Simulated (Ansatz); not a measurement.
Compare A (`C[O][SnH2][Se]C`) with its isomer B (`C[O][SnH]([CH3])[SeH]`).

Calculated with Ansatz (gas phase, PBE0-D4/def2-TZVP geometries, no zero-point term in ΔE). CBS: MP2 limit from def2 TZ/QZ plus the TZ coupled-cluster correction, frozen cores. Functionals use def2-TZVPP. B3LYP here is the variant with VWN-RPA as its local correlation; programs differ in this. Elements past krypton have def2 core potentials. For Se, Sn outer-core shells are correlated without core-valence functions, which leaves a few kJ/mol of doubt a bond. Scalar relativity is left out up to krypton. One conformer a species, not always the lowest.

A:

```xyz
13

C    -0.766   -1.880   -0.387
O    -0.187   -1.351   -1.550
Sn    0.469    0.504   -1.540
Se    1.880    0.890    0.506
C     0.418    1.386    1.716
H    -1.035   -2.923   -0.580
H    -0.074   -1.865    0.467
H    -1.683   -1.348   -0.093
H    -0.904    1.519   -1.421
H     1.373    0.618   -2.972
H    -0.188    0.517    1.960
H     0.891    1.766    2.620
H    -0.195    2.169    1.274
```

B:

Z-matrix (Å, degrees):
```
C
O 1 1.403
H 1 1.100 2 112.4
H 1 1.094 2 108.4 3 118.9
H 1 1.098 2 112.3 3 -122.1
Sn 2 1.967 1 120.2 3 64.1
Se 6 2.535 2 108.2 1 55.1
C 6 2.120 2 103.1 1 172.8
H 6 1.712 2 107.6 1 -61.7
H 7 1.468 6 91.6 2 -98.2
H 8 1.089 6 110.2 2 176.7
H 8 1.089 6 108.9 2 -63.0
H 8 1.090 6 109.1 2 56.1
```

Task: Which is lower in electronic energy at CCSD(T)/CBS, and by how much? (An estimate is asked.)

Result: Computed: B, by 49.8 kJ/mol.

Task: Give E(B) − E(A) in kJ/mol with B3LYP, PBE-D4, r2SCAN-D4, CCSD/def2-TZVPP, B3LYP-D4, B2PLYP, ωB97M-V. (An estimate is asked.)

Result: The calculation gave: B3LYP -45.5, PBE-D4 -42.0, r2SCAN-D4 -45.8, CCSD/def2-TZVPP -47.3, B3LYP-D4 -43.0, B2PLYP -46.4, ωB97M-V -45.5. None reverses the order clearly.

Largest T1 diagnostic: 0.012.
